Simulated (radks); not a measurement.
Correlation energies from several functionals, in hartree. Species: Mg+ [Ne] 3s1; Cu6+ [Ar] 3d5; Sr+ [Kr] 5s1; Ni25+ [He] 2s1; Sr34+ [He] 2s2. Calculated with a radial shooting solver on a logarithmic mesh with Libxc functionals: non-relativistic Kohn-Sham, LDA (Slater exchange, Perdew-Wang correlation), spin-polarised, spherical densities, point nucleus. Every spin shell is full or empty, so the densities are truly spherical. Functionals are evaluated on that one density, not self-consistently.

| functional | Mg+ | Cu6+ | Sr+ | Ni25+ | Sr34+ |
|---|---|---|---|---|---|
| PW92 | -0.84139 | -2.1381 | -3.4028 | -0.31974 | -0.48961 |
| VWN5 | -0.84569 | -2.1487 | -3.4181 | -0.32062 | -0.49133 |
| PBE | -0.38144 | -1.0693 | -1.8242 | -0.058845 | -0.11188 |
| PBEsol | -0.45112 | -1.2313 | -2.0850 | -0.077737 | -0.14169 |
| revTPSS | -0.39330 | -1.0895 | -1.8523 | -0.059188 | -0.11733 |
| r2SCAN | -0.38268 | -1.0659 | -1.8432 | -0.062223 | -0.12132 |
| B95 | -0.44131 | -1.3099 | -2.2076 | -0.11399 | -0.21345 |
| Tao-Mo | -0.34361 | -1.0128 | -1.7454 | -0.041618 | -0.090477 |
